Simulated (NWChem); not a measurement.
CH6AlOSi cation; SMILES [CH3][Al+][O][SiH3]

```xyz
10

Al    -0.6704     0.4192     0.8556
C     -1.7599     1.1140     2.2542
H     -1.9475     0.3281     3.0031
H     -2.7209     1.4587     1.8399
H     -1.2474     1.9613     2.7371
O      0.2630    -0.1736    -0.3403
Si     1.2513    -0.7919    -1.6027
H      0.3832    -1.6873    -2.4060
H      2.3613    -1.5189    -0.9393
H      1.7213     0.3865    -2.3716
```
Atoms are numbered in this order, from 1.

Results from NWChem. Pople sets run with spherical d functions. The geometry was optimised at PBE0/def2-SVP. B3LYP is NWChem's, with the RPA form of VWN correlation. Atomic charges in e: unrestrained fits to the electrostatic potential beside Mulliken populations; buried atoms are poorly determined by the fit.

For level B3LYP/def2-SVP:

| Item | Value |
|---|---|
| ESP Al1 | 1.18 |
| Mulliken Al1 | 0.99 |
| ESP C2 | -0.58 |
| Mulliken C2 | -0.30 |
| ESP O6 | -0.56 |
| Mulliken O6 | -0.54 |
| ESP Si7 | 0.61 |
| Mulliken Si7 | 0.63 |

Question: What are these values for level Hartree-Fock/6-31G*?

Answer: The ESP Al1 comes out as 1.37, the Mulliken Al1 is 1.32 and the ESP C2 comes out as -0.72. The Mulliken C2 is -0.80. The ESP O6 is -0.69. The Mulliken O6 comes out as -0.92. The ESP Si7 is 0.73. The Mulliken Si7 is 0.93.
